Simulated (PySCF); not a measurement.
Species: C8H10SSi.
Geometry (PBE0-D3(BJ)/def2-SVP, Å), atoms numbered from 1 in this order:
```
atom  x, y, z in Å
C1    -2.6399   -0.4423   -0.5730
C2    -1.5367    0.2076   -0.9692
C3    -0.5962    0.7891    0.0600
C4     0.7772    0.2011   -0.0246
C5     1.1420   -1.0751   -0.3817
C6     2.5457   -1.3012   -0.2933
C7     3.2315   -0.1968    0.1338
S8     2.1687    1.1253    0.4229
Si9   -1.5117    0.3775    1.7012
C10   -2.9493   -0.5688    0.8952
H11   -3.3233   -0.8794   -1.3102
H12   -1.2797    0.3065   -2.0296
H13   -0.5280    1.8842   -0.0644
H14    0.4154   -1.8241   -0.7003
H15    3.0294   -2.2476   -0.5398
H16    4.3037   -0.0828    0.2858
H17   -0.6753   -0.4466    2.6214
H18   -1.9652    1.6057    2.4240
H19   -3.0090   -1.6253    1.2082
H20   -3.9289   -0.1231    1.1393
```

Computed with PySCF at PBE0/pcSseg-1, non-relativistic, on one gas-phase PBE0-D3(BJ)/def2-SVP geometry that isn't relaxed in the solvent. The solvent is an IEF-PCM continuum (cavity from Bondi-type radii × 1.2). The model holds no explicit solvent molecules, cavitation or dispersion.

Gas phase at PBE0/pcSseg-1: HOMO -6.33 eV, LUMO -0.36 eV, dipole 1.11 D.

Question: What does the continuum do to the energy, the frontier levels and the dipole at PBE0/pcSseg-1 in chloroform?

Answer: 
```
   solvent      ε  E(solvent) − E(gas) (kJ/mol)  polarisation term (kJ/mol)  distortion of the solute (kJ/mol)  HOMO (eV)  LUMO (eV)  dipole (D)
chloroform  4.711                        -10.68                      -11.43                               0.75      -6.36      -0.40        1.37
```

Polarisation term: ½ Σ q·V over the induced surface charges. Distortion: the rise of the solute's own energy as its density leaves the gas-phase optimum.

Question: Which radius a makes the point-dipole formula ΔE = −[(ε − 1)/(2ε + 1)]·μ²/a³ give the value in chloroform, with the gas-phase dipole?

Answer: μ = 0.437 au and |ΔE| = 0.00407 Eh give a = 1.35 Å; the farthest nucleus lies 4.62 Å from the centroid of the nuclei, so such a sphere wouldn't even hold the nuclei. The formula assumes a rigid point dipole at the centre of a sphere.

Question: Give the dipole vector in the frame of the coordinates (D, pointing from negative to positive charge), gas and chloroform.

Answer: Gas (-0.91, -0.61, -0.14), solvent (-1.16, -0.70, -0.16). Its length changes by +23 % and its direction by 3°.

Question: Which IAO charges (PBE0/pcSseg-1) respond most in chloroform (means over atoms taken as equivalent)?

Answer: 
```csv
atoms,environment,gas (e),solvent (e),change
H16,aromatic hydrogen,+0.170,+0.179,+0.009
C6,aromatic CH carbon,-0.178,-0.185,-0.007
C5,aromatic CH carbon,-0.208,-0.216,-0.008
H15,aromatic hydrogen,+0.159,+0.166,+0.007
C7,aromatic CH next to a ring sulfur,-0.329,-0.336,-0.007
S8,thiophene-type sulfur,+0.317,+0.309,-0.008
```

Question: How do the nuclear quadrupole coupling constants eQVzz/h respond in chloroform?

Answer: 
```csv
nucleus,Q (barn),gas (MHz),solvent (MHz),η gas,η solvent
33S at S8,-0.06781,-29.22,-28.99,0.60,0.59
```
